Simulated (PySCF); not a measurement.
CH₅AlO₂S, SMILES C[O][Al]([OH])[SH].

The structure is a stationary point at r2SCAN-D4/def2-SVP. The structure was generated by enumeration; whether it is a known compound was not checked. One conformer was computed; it need not be the lowest.

These are r2SCAN-D4/def2-SVP run with PySCF values and carry that method's errors.

Frequencies are harmonic and unscaled.

Computed normal modes with their intensities:
```json
[
 {"mode": "1", "ν (cm⁻¹)": "51", "IR (km/mol)": "0.7", "Raman (Å⁴/amu)": "0.2", "depolarisation": "0.75", "moving atoms (share of kinetic energy)": "H 96 %"},
 {"mode": "2", "ν (cm⁻¹)": "66", "IR (km/mol)": "6.1", "Raman (Å⁴/amu)": "1.0", "depolarisation": "0.67", "moving atoms (share of kinetic energy)": "C 39 %, S 26 %, H 23 %"},
 {"mode": "3", "ν (cm⁻¹)": "86", "IR (km/mol)": "6.2", "Raman (Å⁴/amu)": "0.1", "depolarisation": "0.75", "moving atoms (share of kinetic energy)": "O 53 %, H 27 %, C 16 %"},
 {"mode": "4", "ν (cm⁻¹)": "178", "IR (km/mol)": "3.6", "Raman (Å⁴/amu)": "0.8", "depolarisation": "0.74", "moving atoms (share of kinetic energy)": "O 56 %, H 16 %, S 14 %, Al 13 %"},
 {"mode": "5", "ν (cm⁻¹)": "225", "IR (km/mol)": "16.4", "Raman (Å⁴/amu)": "2.6", "depolarisation": "0.75", "moving atoms (share of kinetic energy)": "H 86 %, O 9 %"},
 {"mode": "6", "ν (cm⁻¹)": "232", "IR (km/mol)": "32.9", "Raman (Å⁴/amu)": "1.2", "depolarisation": "0.75", "moving atoms (share of kinetic energy)": "O 59 %, H 12 %, S 12 %, Al 9 %"},
 {"mode": "7", "ν (cm⁻¹)": "245", "IR (km/mol)": "42.9", "Raman (Å⁴/amu)": "1.0", "depolarisation": "0.75", "moving atoms (share of kinetic energy)": "Al 59 %, O 20 %, H 15 %"},
 {"mode": "8", "ν (cm⁻¹)": "324", "IR (km/mol)": "143.0", "Raman (Å⁴/amu)": "1.3", "depolarisation": "0.75", "moving atoms (share of kinetic energy)": "H 84 %, O 13 %"},
 {"mode": "9", "ν (cm⁻¹)": "450", "IR (km/mol)": "18.7", "Raman (Å⁴/amu)": "12.6", "depolarisation": "0.11", "moving atoms (share of kinetic energy)": "S 42 %, Al 20 %, O 19 %, H 14 %"},
 {"mode": "10", "ν (cm⁻¹)": "550", "IR (km/mol)": "164.1", "Raman (Å⁴/amu)": "3.1", "depolarisation": "0.08", "moving atoms (share of kinetic energy)": "H 68 %, O 29 %"},
 {"mode": "11", "ν (cm⁻¹)": "627", "IR (km/mol)": "14.3", "Raman (Å⁴/amu)": "7.8", "depolarisation": "0.66", "moving atoms (share of kinetic energy)": "H 86 %, S 9 %"},
 {"mode": "12", "ν (cm⁻¹)": "733", "IR (km/mol)": "168.2", "Raman (Å⁴/amu)": "5.5", "depolarisation": "0.36", "moving atoms (share of kinetic energy)": "Al 49 %, O 21 %, C 16 %, H 12 %"},
 {"mode": "13", "ν (cm⁻¹)": "915", "IR (km/mol)": "83.5", "Raman (Å⁴/amu)": "1.2", "depolarisation": "0.27", "moving atoms (share of kinetic energy)": "Al 47 %, O 42 %"},
 {"mode": "14", "ν (cm⁻¹)": "1180", "IR (km/mol)": "44.4", "Raman (Å⁴/amu)": "3.0", "depolarisation": "0.74", "moving atoms (share of kinetic energy)": "H 67 %, C 22 %, O 10 %"},
 {"mode": "15", "ν (cm⁻¹)": "1187", "IR (km/mol)": "0.1", "Raman (Å⁴/amu)": "0.9", "depolarisation": "0.75", "moving atoms (share of kinetic energy)": "H 76 %, C 19 %"},
 {"mode": "16", "ν (cm⁻¹)": "1246", "IR (km/mol)": "341.2", "Raman (Å⁴/amu)": "4.5", "depolarisation": "0.11", "moving atoms (share of kinetic energy)": "O 55 %, C 31 %, H 10 %"},
 {"mode": "17", "ν (cm⁻¹)": "1473", "IR (km/mol)": "1.4", "Raman (Å⁴/amu)": "18.7", "depolarisation": "0.75", "moving atoms (share of kinetic energy)": "H 97 %"},
 {"mode": "18", "ν (cm⁻¹)": "1479", "IR (km/mol)": "1.4", "Raman (Å⁴/amu)": "22.6", "depolarisation": "0.67", "moving atoms (share of kinetic energy)": "H 94 %"},
 {"mode": "19", "ν (cm⁻¹)": "1484", "IR (km/mol)": "15.3", "Raman (Å⁴/amu)": "13.5", "depolarisation": "0.72", "moving atoms (share of kinetic energy)": "H 90 %, C 8 %"},
 {"mode": "20", "ν (cm⁻¹)": "2694", "IR (km/mol)": "1.4", "Raman (Å⁴/amu)": "136.6", "depolarisation": "0.28", "moving atoms (share of kinetic energy)": "H 97 %"},
 {"mode": "21", "ν (cm⁻¹)": "2980", "IR (km/mol)": "101.7", "Raman (Å⁴/amu)": "160.7", "depolarisation": "0.00", "moving atoms (share of kinetic energy)": "H 97 %"},
 {"mode": "22", "ν (cm⁻¹)": "3063", "IR (km/mol)": "52.3", "Raman (Å⁴/amu)": "93.7", "depolarisation": "0.55", "moving atoms (share of kinetic energy)": "H 90 %, C 10 %"},
 {"mode": "23", "ν (cm⁻¹)": "3077", "IR (km/mol)": "41.6", "Raman (Å⁴/amu)": "130.6", "depolarisation": "0.75", "moving atoms (share of kinetic energy)": "H 90 %, C 10 %"},
 {"mode": "24", "ν (cm⁻¹)": "3939", "IR (km/mol)": "107.7", "Raman (Å⁴/amu)": "140.8", "depolarisation": "0.28", "moving atoms (share of kinetic energy)": "H 94 %"}
]
```
